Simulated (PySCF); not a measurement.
## Atomic charges by several schemes

C3H10OSSi2.
Cartesian coordinates in Å at the GFN2-xTB level; atoms count from 1:
```xyz
17
C3H10OSSi2 angstrom
Si     2.1920    0.4700    1.0375
C      1.6251   -0.4316   -0.5493
Si    -0.2355   -0.4754   -0.8954
C     -1.2878   -1.0929    0.5881
O     -2.4573   -0.2948    0.6151
C     -2.1625    1.0443    0.5594
S     -1.1471    1.4643   -0.9298
H      1.7263   -0.2835    2.2083
H      1.6537    1.8286    1.0766
H      3.6556    0.5093    1.0445
H      2.1030    0.0435   -1.4049
H      1.9947   -1.4559   -0.5282
H     -0.6144   -1.1817   -2.1200
H     -1.6274   -2.1216    0.4879
H     -0.7465   -0.9952    1.5388
H     -3.0959    1.5992    0.4833
H     -1.5829    1.3854    1.4277
```

Density: PBE0/pcSseg-1 (PySCF); schemes: Mulliken, IAO, Hirshfeld and ESP-fitted. One conformer (not necessarily the lowest) at the GFN2-xTB geometry, without solvent, vibrations or thermal averaging.

Problem. Which atoms carry the lowest charge in the Mulliken, IAO, Hirshfeld and ESP-fitted schemes?

Solution. All schemes agree: Mulliken C2 (-0.847); IAO C2 (-0.833); Hirshfeld C2 (-0.247); ESP-fitted C2 (-0.595).

Problem. For which atoms does the sign change between the 4 schemes (beyond +0.03 e in one, beyond −0.03 e in another)?

Solution. For none.

Problem. Which atoms carry the highest charge in the Mulliken, IAO, Hirshfeld and ESP-fitted schemes?

Solution. All schemes agree: Mulliken Si3 (+0.726); IAO Si3 (+0.806); Hirshfeld Si3 (+0.334); ESP-fitted Si3 (+0.629).

Problem. Give the atomic charges in each scheme.

Solution. In e:

```json
{"atom": "Si1", "environment": "SiH3 silicon", "Mulliken": "+0.484", "IAO": "+0.603", "Hirshfeld": "+0.312", "ESP-fitted": "+0.506"}
{"atom": "C2", "environment": "sp3 carbon bound to silicon", "Mulliken": "-0.847", "IAO": "-0.833", "Hirshfeld": "-0.247", "ESP-fitted": "-0.595"}
{"atom": "Si3", "environment": "SiH silicon", "Mulliken": "+0.726", "IAO": "+0.806", "Hirshfeld": "+0.334", "ESP-fitted": "+0.629"}
{"atom": "C4", "environment": "sp3 carbon bound to oxygen", "Mulliken": "-0.240", "IAO": "-0.333", "Hirshfeld": "-0.087", "ESP-fitted": "-0.148"}
{"atom": "O5", "environment": "cyclic ether oxygen", "Mulliken": "-0.461", "IAO": "-0.352", "Hirshfeld": "-0.134", "ESP-fitted": "-0.311"}
{"atom": "C6", "environment": "sp3 carbon bound to oxygen", "Mulliken": "-0.033", "IAO": "-0.120", "Hirshfeld": "0.000", "ESP-fitted": "-0.076"}
{"atom": "S7", "environment": "sulfur bonded to C and Si", "Mulliken": "-0.319", "IAO": "-0.244", "Hirshfeld": "-0.129", "ESP-fitted": "-0.340"}
{"atom": "H8", "environment": "Si–H hydrogen", "Mulliken": "-0.083", "IAO": "-0.125", "Hirshfeld": "-0.079", "ESP-fitted": "-0.131"}
{"atom": "H9", "environment": "Si–H hydrogen", "Mulliken": "-0.056", "IAO": "-0.108", "Hirshfeld": "-0.076", "ESP-fitted": "-0.123"}
{"atom": "H10", "environment": "Si–H hydrogen", "Mulliken": "-0.075", "IAO": "-0.113", "Hirshfeld": "-0.076", "ESP-fitted": "-0.123"}
{"atom": "H11", "environment": "methylene hydrogen", "Mulliken": "+0.179", "IAO": "+0.171", "Hirshfeld": "+0.046", "ESP-fitted": "+0.181"}
{"atom": "H12", "environment": "methylene hydrogen", "Mulliken": "+0.171", "IAO": "+0.165", "Hirshfeld": "+0.044", "ESP-fitted": "+0.139"}
{"atom": "H13", "environment": "Si–H hydrogen", "Mulliken": "-0.033", "IAO": "-0.117", "Hirshfeld": "-0.077", "ESP-fitted": "-0.141"}
{"atom": "H14", "environment": "methylene hydrogen", "Mulliken": "+0.146", "IAO": "+0.167", "Hirshfeld": "+0.050", "ESP-fitted": "+0.120"}
{"atom": "H15", "environment": "methylene hydrogen", "Mulliken": "+0.139", "IAO": "+0.130", "Hirshfeld": "+0.034", "ESP-fitted": "+0.105"}
{"atom": "H16", "environment": "methylene hydrogen", "Mulliken": "+0.163", "IAO": "+0.175", "Hirshfeld": "+0.054", "ESP-fitted": "+0.188"}
{"atom": "H17", "environment": "methylene hydrogen", "Mulliken": "+0.137", "IAO": "+0.127", "Hirshfeld": "+0.033", "ESP-fitted": "+0.120"}
```

Mean size of the charges over all atoms: IAO 0.276 e, Mulliken 0.252 e, ESP-fitted 0.234 e, Hirshfeld 0.107 e. Each set sums to the total charge, 0, to within 0.001 e. The Mulliken scheme gives each basis function's population to the atom it is centred on and halves the overlap population of two atoms between them.

Problem. How closely do the schemes follow one another over all atoms?

Solution. Correlation coefficient and root-mean-square difference: Mulliken with IAO 0.98, 0.063 e; IAO with ESP-fitted 0.98, 0.094 e; Hirshfeld with ESP-fitted 0.98, 0.154 e; Mulliken with ESP-fitted 0.98, 0.088 e; IAO with Hirshfeld 0.97, 0.226 e; Mulliken with Hirshfeld 0.94, 0.215 e.

Problem. How many electrons does the Hirshfeld scheme count on Si3?

Solution. Z − q = 14 − (+0.334) = 13.666.

Problem. Sum the charges by element, for elements with more than one atom.

Solution. 
```tsv
element	atoms	Mulliken	IAO	Hirshfeld	ESP-fitted
Si	2	+1.210	+1.410	+0.646	+1.135
C	3	-1.120	-1.285	-0.335	-0.819
H	10	+0.689	+0.472	-0.049	+0.336
```

These values come from a run that also computed NMR shieldings. The run took 59 s wall (grids of density and orbitals included) on Arm Neoverse V1, one thread, no GPU, on a shared host, and the process peaked at 0.85 GiB of memory.
